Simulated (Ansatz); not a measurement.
```yaml
crystal:
  periodic: [false, false, false]
  atoms:
    - {symbol: Xx, position_ang: [0.742759, 0.404184, -1.361020]}
    - {symbol: Li, position_ang: [0.837037, -0.606483, 1.214510]}
    - {symbol: Li, position_ang: [-1.577457, 0.202539, 0.140453]}
    - {symbol: Na, position_ang: [0.449028, 2.761408, 1.047346]}
    - {symbol: Na, position_ang: [-0.451377, -2.761639, -1.041280]}
basis:
  gaussian: {orbitals: STO-3G}
total_charge: 1
hamiltonian: {xc: {name: B3LYP5}}
accuracy: high
output: {forces: true}
```

```sh
$ ansatz run in.yaml --threads 4 --pin off --events-out ev --progress --plain --max-ram 3916MiB
```

Shortened log:

```
Error: YAML parse error: error: line 4 column 16: `Xx` is not an element symbol (H … Og, case-exact)
 --> <input>:4:16
2 |   periodic: [false, false, false]
3 |   atoms:
4 |     - {symbol: Xx, position_ang: [0.742759, 0.404184, -1.361020]}
5 |     - {symbol: Li, position_ang: [0.837037, -0.606483, 1.214510]}
6 |     - {symbol: Li, position_ang: [-1.577457, 0.202539, 0.140453]}
```

(1) What is wrong with this run?

## Answers

(1) An element symbol is wrong. The input was rejected before any iteration.
